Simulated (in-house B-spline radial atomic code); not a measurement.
How numerical settings move a run on B²⁺, [He] 2s1. Computed with a B-spline radial code for spherical atoms: Dirac-Hartree-Fock, average of configuration, Fermi nucleus of rms radius 2.406 fm.

Command:
```bash
python run_scf.py task.json out
```
Settings of the sound reference run:
```
Z                5
electrons        3
configuration    [He] 2s1
hamiltonian      dirac
method           hf
spin_polarised   False
nucleus          fermi
rms_radius       2.406
mass_number      11
atomic_mass      11.00931
speed_of_light   137.036
knot_spacing     0.22
spline_order     8
gauss_points     12
box_radius       22.22
max_iterations   70
damping          0.5
damped_steps     3
diis_vectors     10
tolerance        1e-08
start            Thomas-Fermi
```

Time taken, with all properties: 0.37 s on 1 thread of Arm Neoverse V2 (shared host).

It converges in 7 iterations to -23.383330 hartree, with 2s1/2 at -37.8314 eV. The other runs change the listed settings, some to values that make no sense; their results aren't properties of the atom or ion. Radii are in bohr (the nuclear one in fm), a minus after a letter asks for a j subshell, and «unchanged» means within 1e-8 hartree. The run stops when the residual is below 10 × tolerance × max(1, Z/10), or a noise floor if that is larger, and the energy moves by less than 1e-8 × √|E| hartree; so very loose and very tight tolerances often act alike.

| changed settings | outcome |
| --- | --- |
| knot_spacing = 0.55, max_iterations = 75, damping = 0.8, diis_vectors = 1 | converged in 8 iterations, energy +1.23e-04 hartree from the reference, 2s1/2 level +2.7e-04 eV |
| knot_spacing = 0.55, spline_order = 4, max_iterations = 50, damped_steps = 0 | converged in 5 iterations, energy +2.51e-03 hartree from the reference, 2s1/2 level +1.8e-02 eV |
| gauss_points = 3 | converged in 7 iterations, energy +2.74e-07 hartree from the reference, 2s1/2 level -5.2e-07 eV |
| knot_spacing = 0.1, box_radius = 88.88, max_iterations = 100, start = bare nucleus | converged in 7 iterations, energy unchanged |
| max_iterations = 60, damped_steps = 0, tolerance = 0.01 | converged in 5 iterations, energy unchanged |
| spline_order = 3 | converged in 7 iterations, energy +3.76e-04 hartree from the reference, 2s1/2 level +1.9e-03 eV |
| knot_spacing = 0.1, max_iterations = 3, damping = 0.8 | not converged after 3 iterations, last residual 1.9e-03, last energy +3.55e-04 hartree from the reference |
| spline_order = 5 | converged in 7 iterations, energy +1.25e-07 hartree from the reference, 2s1/2 level +1.1e-06 eV |
| method = r2scan | stopped with error: meta-GGAs are not served with the Dirac Hamiltonian |

Problem. What happens with damped_steps = 8?

Solution. Converged in 11 iterations, energy unchanged.

Problem. What happens with spline_order = 4?

Solution. Converged in 7 iterations, energy +4.86e-06 hartree from the reference, 2s1/2 level +3.3e-05 eV.

Problem. What happens with electrons = 4, configuration = [He] 2s1 3s-1, max_iterations = 100?

Solution. Stopped with error: j subshells need the Dirac Hamiltonian and l > 0.

Problem. What happens with damped_steps = 30?

Solution. Converged in 16 iterations, energy unchanged.
